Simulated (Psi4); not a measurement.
CH$_{3}$AlF$_{2}$, singlet, at a GFN2-xTB geometry (such geometries of metal compounds can be far from the true shape); HF/6-31G run with Psi4.

Here is a job for Psi4.
```
memory 2 GB

molecule {
0 1
  Al    0.05180306    0.04011766    0.00222470
  C    -1.50805595   -1.16573156   -0.06233932
  H    -1.30669362   -2.03874718   -0.68318980
  H    -2.37664668   -0.64890162   -0.46820696
  H    -1.76055472   -1.53755322    0.93063349
  F     0.01100760    1.60162551   -0.52911869
  F     1.52441362   -0.41295198    0.59199405
symmetry c1
}

set basis 6-31g

energy('scf')
print_variables()
```

Output, abridged:

```
   => Loading Basis Set <=

    Name: 6-31G
    Role: ORBITAL
    Keyword: BASIS

         ---------------------------------------------------------
                                   SCF
               by Justin Turney, Rob Parrish, Andy Simmonett
                          and Daniel G. A. Smith
                              RHF Reference
         ---------------------------------------------------------

  ==> Geometry <==

    Molecular point group: c1
    Full point group: C1

    Geometry (in Angstrom), charge = 0, multiplicity = 1:

       Center              X                  Y                   Z               Mass
    ------------   -----------------  -----------------  -----------------  -----------------
         AL          -0.035508860550    -0.027609449984    -0.001325152710    26.981538530000
         C           -1.595367870550    -1.233458669984    -0.065889172710    12.000000000000
         H           -1.394005540550    -2.106474289984    -0.686739652710     1.007825032230
         H           -2.463958600550    -0.716628729984    -0.471756812710     1.007825032230
         H           -1.847866640550    -1.605280329984     0.927083637290     1.007825032230
         F           -0.076304320550     1.533898400016    -0.532668542710    18.998403162730
         F            1.437101699450    -0.480679089984     0.588444197290    18.998403162730

  Running in c1 symmetry.

  Rotational constants: A =      0.22364  B =      0.17533  C =      0.10008 [cm^-1]
  Rotational constants: A =   6704.69811  B =   5256.20008  C =   3000.34244 [MHz]
  Nuclear repulsion =  154.893435082111239

  Charge       = 0
  Multiplicity = 1
  Electrons    = 40
  Nalpha       = 20
  Nbeta        = 20

  ==> Algorithm <==

  SCF Algorithm Type is DF.
  DIIS enabled.
  MOM disabled.
  Fractional occupation disabled.
  Guess Type is SAD.
  Energy threshold   = 1.00e-06
  Density threshold  = 1.00e-06
  Integral threshold = 1.00e-12

  ==> Primary Basis <==

  Basis Set: 6-31G
    Blend: 6-31G
    Number of shells: 28
    Number of basis functions: 46
    Number of Cartesian functions: 46
    Spherical Harmonics?: false
    Max angular momentum: 1

   => Loading Basis Set <=

    Name: (6-31G AUX)
    Role: JKFIT
    Keyword: DF_BASIS_SCF

  ==> Integral Setup <==

  SCF_SUBTYPE=INCORE selected. In-core MEM_DF algorithm will be used.
  Using in-core AOs.

  ==> MemDFJK: Density-Fitted J/K Matrices <==

    J tasked:                   Yes
    K tasked:                   Yes
    wK tasked:                   No
    Algorithm:                 Core
    Schwarz Cutoff:           1E-12
    Mask sparsity (%):       2.3629
    Fitting Condition:        1E-10

   => Auxiliary Basis Set <=

  Basis Set: (6-31G AUX)
    Blend: CC-PVDZ-JKFIT
    Number of shells: 135
    Number of basis functions: 448
    Number of Cartesian functions: 448
    Spherical Harmonics?: false
    Max angular momentum: 3

  Minimum eigenvalue in the overlap matrix is 1.9492425442E-02.
  Reciprocal condition number of the overlap matrix is 4.1391325261E-03.
    Using symmetric orthogonalization.

  ==> Pre-Iterations <==

  SCF Guess: Superposition of Atomic Densities via on-the-fly atomic UHF (no occupation information).

   -------------------------
    Irrep   Nso     Nmo
   -------------------------
     A         46      46
   -------------------------
    Total      46      46
   -------------------------

  ==> Iterations <==

                           Total Energy        Delta E     RMS |[F,P]|

   @DF-RHF iter SAD:  -479.08994963666231   -4.79090e+02   0.00000e+00
   @DF-RHF iter   1:  -480.34114943636700   -1.25120e+00   1.23001e-02 DIIS/ADIIS
   @DF-RHF iter   2:  -480.43632973288516   -9.51803e-02   7.44901e-03 DIIS/ADIIS
   @DF-RHF iter   3:  -480.47362503501461   -3.72953e-02   6.65878e-04 DIIS/ADIIS
   @DF-RHF iter   4:  -480.47427444032962   -6.49405e-04   2.33876e-04 DIIS/ADIIS
   @DF-RHF iter   5:  -480.47436725652040   -9.28162e-05   4.42960e-05 DIIS
   @DF-RHF iter   6:  -480.47437170854687   -4.45203e-06   5.62133e-06 DIIS
   @DF-RHF iter   7:  -480.47437179390852   -8.53616e-08   9.65161e-07 DIIS
  Energy and wave function converged.

  ==> Post-Iterations <==

    Orbital Energies [Eh]
    ---------------------

    Doubly Occupied:

       1A    -58.554292     2A    -26.252194     3A    -26.251997
       4A    -11.235261     5A     -4.978687     6A     -3.293696
       7A     -3.293240     8A     -3.291370     9A     -1.547128
      10A     -1.536524    11A     -0.958772    12A     -0.682911
      13A     -0.639958    14A     -0.631440    15A     -0.628318
      16A     -0.608120    17A     -0.602156    18A     -0.572968
      19A     -0.572947    20A     -0.468748

    Virtual:

      21A      0.076374    22A      0.087893    23A      0.167019
      24A      0.179246    25A      0.247031    26A      0.274988
      27A      0.313976    28A      0.343460    29A      0.362944
      30A      0.478328    31A      0.509227    32A      0.766847
      33A      0.829438    34A      0.851579    35A      1.191484
      36A      1.198342    37A      1.254385    38A      1.313973
      39A      1.499787    40A      1.587872    41A      1.624833
      42A      1.676581    43A      1.707401    44A      1.714529
      45A      2.081844    46A      2.194987

    Final Occupation by Irrep:
              A
    DOCC [    20 ]
    NA   [    20 ]
    NB   [    20 ]

  @DF-RHF Final Energy:  -480.47437179390852

   => Energetics <=

    Nuclear Repulsion Energy =            154.8934350821112389
    One-Electron Energy =                -977.5340060025272351
    Two-Electron Energy =                 342.1661991265074221
    Total Energy =                       -480.4743717939085172

Computation Completed

Properties will be evaluated at   0.000000,   0.000000,   0.000000 [a0]

Properties computed using the SCF density matrix

 Multipole Moments:

 ------------------------------------------------------------------------------------
     Multipole            Electronic (a.u.)      Nuclear  (a.u.)        Total (a.u.)
 ------------------------------------------------------------------------------------

 L = 1.  Multiply by 2.5417464519 to convert [e a0] to [Debye]
 Dipole X            :          5.5989175           -6.5998246           -1.0009071
 Dipole Y            :          4.3339342           -5.1194276           -0.7854934
 Dipole Z            :          0.2305157           -0.2683297           -0.0378140
 Magnitude           :                                                    1.2728884

 ------------------------------------------------------------------------------------

  Variable Map:
  ----------------------------------------------------------------------------
  "CURRENT ENERGY"           =>    -480.474371793909
  "CURRENT REFERENCE ENERGY" =>    -480.474371793909
  "DD SOLVATION ENERGY"      =>       0.000000000000
  "HF KINETIC ENERGY"        =>     480.534291608409
  "HF POTENTIAL ENERGY"      =>    -961.008663402318
  "HF TOTAL ENERGY"          =>    -480.474371793909
  "HF VIRIAL RATIO"          =>       1.999875305851
  "NUCLEAR REPULSION ENERGY" =>     154.893435082111
  "ONE-ELECTRON ENERGY"      =>    -977.534006002527
  "PCM POLARIZATION ENERGY"  =>       0.000000000000
  "PE ENERGY"                =>       0.000000000000
  "SCF ITERATION ENERGY"     =>    -480.474371793909
  "SCF ITERATIONS"           =>       7.000000000000
  "SCF TOTAL ENERGY"         =>    -480.474371793909
  "TWO-ELECTRON ENERGY"      =>     342.166199126507

  Array Variable Map:
  ----------------------------------------------------------------------------
  "CURRENT DIPOLE"           =>      -1.000907130868 ... -0.037814020872 1 by 3
  "SCF DIPOLE"               =>      -1.000907130868 ... -0.037814020872 1 by 3
  "SCF TOTAL ENERGIES"       =>    -479.089949636662 ... -480.474371793909 1 by 8
```
